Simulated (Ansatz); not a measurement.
Ta2Si2, relaxed as a singlet with RKS PBE0-D4/def2-SVP in Ansatz, starting from the GFN2-xTB geometry. Force threshold 0.02 eV/Å.

In the def2 sets Ta takes a core potential; there is no spin–orbit coupling. No other spin state of charge 0 was run. The structure comes from a short search, and lower isomers may exist.

Start:

```xyz
4

Ta   -1.228    0.081   -1.891
Ta    1.169    1.706   -0.677
Si   -0.794   -1.476    0.811
Si    0.853   -0.311    1.757
```

```json
{"step": "1", "energy (eV)": "-18833.6164", "largest force component (eV/Å)": "4.371", "SCF passes": "149"}
{"step": "2", "energy (eV)": "-18835.8620", "largest force component (eV/Å)": "4.805", "SCF passes": "80"}
{"step": "3", "energy (eV)": "-18837.8184", "largest force component (eV/Å)": "3.667", "SCF passes": "73"}
{"step": "4", "energy (eV)": "-18838.9927", "largest force component (eV/Å)": "2.679", "SCF passes": "58"}
{"step": "5", "energy (eV)": "-18839.9796", "largest force component (eV/Å)": "2.169", "SCF passes": "53"}
{"step": "6", "energy (eV)": "-18840.4288", "largest force component (eV/Å)": "0.774", "SCF passes": "56"}
{"step": "7", "energy (eV)": "-18840.4548", "largest force component (eV/Å)": "0.201", "SCF passes": "50"}
{"step": "8", "energy (eV)": "-18840.4582", "largest force component (eV/Å)": "0.059", "SCF passes": "47"}
{"step": "9", "energy (eV)": "-18840.4585", "largest force component (eV/Å)": "0.023", "SCF passes": "48"}
{"step": "10", "energy (eV)": "-18840.4586", "largest force component (eV/Å)": "0.009", "SCF passes": "49"}
```

Force components are those of the run's own axes.

End:

Cartesian coordinates in Å:
```
Ta -1.0086 0.1468 -1.7178
Ta 0.6386 1.0201 -0.4581
Si -0.6262 -0.9827 0.4256
Si 0.9962 -0.1842 1.7504
```

Bonds formed: Ta2–Si3 (atoms count from 1). The end is the same structure that another start reached, the lowest one found.

No frequencies were taken in this run, so the end may be a saddle point.

Run time 31 s (4 threads of Arm Neoverse V1 on a shared host).
